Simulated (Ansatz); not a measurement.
Ansatz (a first-principles code) input (PBE0/def2-SVP):

Ansatz 0.2 input:
```yaml
crystal:
  periodic: [false, false, false]
  atoms:
    - {symbol: Sr, position_ang: [-0.33406487, -0.84412677, -0.58536016]}
    - {symbol: Cl, position_ang: [1.34919293, 1.19623489, -0.26723016]}
    - {symbol: Cl, position_ang: [-0.60245968, 0.69063672, 1.57568229]}
basis:
  gaussian:
    orbitals: def2-SVP
hamiltonian:
  xc: {name: PBE0}
total_charge: 1
magnetization: {spin_polarized: true, initial_magnetization: 1}
```

End of the output:

```
integrals: 0.02 GiB planned
553 factors; integrals over basis functions are off by at most 2.2e-4 eV
mean field: 0.26 GiB planned
mean field evaluation 1: about -25856.6694 eV, gradient 2.5e1 eV
mean field evaluation 2: about -25855.9677 eV, gradient 2.7e1 eV
mean field evaluation 4: about -25860.2793 eV, gradient 8.0e-1 eV
mean field evaluation 8: about -25860.4095 eV, gradient 1.5e-2 eV
mean field evaluation 16: about -25860.4095 eV, gradient 1.8e-4 eV
mean field -25860.40948466 eV, -950.3525197462 hartree, gradient 3.6e-5 eV, S^2 0.754578; 1 other end points of the search recorded, 0 dependent functions left out
reference -25860.40953119 eV, -950.3525214561 hartree; 22, 21 occupied and 37, 38 virtual orbitals, 553 factors
Total energy: -25860.40953119 eV, -950.3525214561 hartree
```
